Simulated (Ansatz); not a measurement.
C2H9GaO (`[CH3][GaH-]([CH3])[OH2+]`), 13 atoms. Charge 0, multiplicity 1. Correlated methods include outer-core shells of Ga, which these sets cover unevenly. Scalar relativity is left out up to krypton. All runs use 4 threads of an Arm Neoverse V2 on a shared host. Correlated methods freeze the cores.

(1) Give the basis size and wall time and peak host memory of each of these runs in Ansatz. RKS revPBE-D4/def2-TZVPP energy; RKS B97M-V/def2-TZVPP energy; RKS ωB97M-V/def2-SVP energy; RHF-CCSD(T)/def2-SVP energy; RKS LC-ωPBE/def2-TZVPP energy; RHF-MP2/def2-QZVPP energy; RKS PBE0-D4/def2-TZVP relaxation (7 steps); direct RPA on PBE orbitals/def2-TZVPP energy; RKS PBE0-D4/def2-SVP energy; RKS ωB97M-V/def2-QZVPP energy; RKS PBE0-D4/def2-QZVPP energy; RHF-CCSD(T)/def2-TZVPP energy. (An estimate is asked.)

## Answers

(1) Ansatz gave: Other jobs shared the machine, so times are rough.

```
                                level                   job  functions  wall time  peak host memory (GiB)
                 RKS PBE0-D4/def2-SVP                energy        119      1.2 s                     0.3
             RKS revPBE-D4/def2-TZVPP                energy        267      1.9 s                    0.34
               RKS LC-ωPBE/def2-TZVPP                energy        267      2.6 s                    0.51
                 RKS ωB97M-V/def2-SVP                energy        119      4.9 s                    0.41
direct RPA on PBE orbitals/def2-TZVPP                energy        267      6.5 s                    0.67
                 RHF-CCSD(T)/def2-SVP                energy        119        9 s                    0.68
                RKS B97M-V/def2-TZVPP                energy        267       10 s                    0.43
               RKS PBE0-D4/def2-QZVPP                energy        530       11 s                     2.1
               RKS ωB97M-V/def2-QZVPP                energy        530       24 s                     2.5
                RKS PBE0-D4/def2-TZVP  relaxation (7 steps)        195       25 s                    0.51
                   RHF-MP2/def2-QZVPP                energy        530       30 s                     3.7
               RHF-CCSD(T)/def2-TZVPP                energy        267    4.4 min                       7
```

LC-ωPBE has ω = 0.4 bohr⁻¹.
